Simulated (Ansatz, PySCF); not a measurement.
Dimer: SiH4 (SMILES [SiH4]) (first 5 atoms) with H2S (SMILES S); geometry from B3LYP-D3(BJ)/def2-TZVP, rigid monomers moved along the line of their centres of mass till Si1···S6 is 5.27 Å.
(charge 0, multiplicity 1):
```xyz
8

Si     0.0302    -0.0436    -0.2875
H     -0.7053     1.1278     0.2390
H     -0.1105    -0.0712    -1.7635
H     -0.5450    -1.2861     0.2725
H      1.4622     0.0588     0.0632
S      0.2468     0.1091     4.9775
H     -0.2730     1.3395     4.8431
H     -0.9569    -0.4758     4.8726
```

Monomers are frozen at their geometry in the pair; levels with a basis set take the counterpoise correction. Rows marked so take none.

Correlated levels freeze the cores. CBS(a, b) extrapolates the correlation energy as X⁻³ and adds the Hartree–Fock energy of set b. Rows in 3-21G, 6-31G*, STO-3G carry no dispersion term and start afresh at each structure (6-31G* with six Cartesian d functions).

Run with Ansatz (a first-principles code) with Gaussian orbitals; PySCF for 3-21G rows, 6-31G* rows, STO-3G rows, the dispersion terms. Each number belongs to the level named beside it.

```csv
level,interaction energy (meV)
HF/STO-3G (no counterpoise),-1.6
HF/6-31G*,-4.9
PBE-D3(BJ)/def2-TZVPPD,-18.7
B3LYP/3-21G (no counterpoise),-10.1
B3LYP/6-31G*,-1.1
B3LYP/def2-TZVPPD,-0.2
PBE0/def2-TZVPPD,-7.6
CCSD/aug-cc-pV(T+d)Z,___
"CCSD(T)/CBS(aug-cc-pV(D+d)Z, aug-cc-pV(T+d)Z)",___
```

Question: Some entries are withheld; supply them.

Answer: 
- CCSD/aug-cc-pV(T+d)Z, interaction energy (meV): -12.7
- CCSD(T)/CBS(aug-cc-pV(D+d)Z, aug-cc-pV(T+d)Z), interaction energy (meV): -14.5
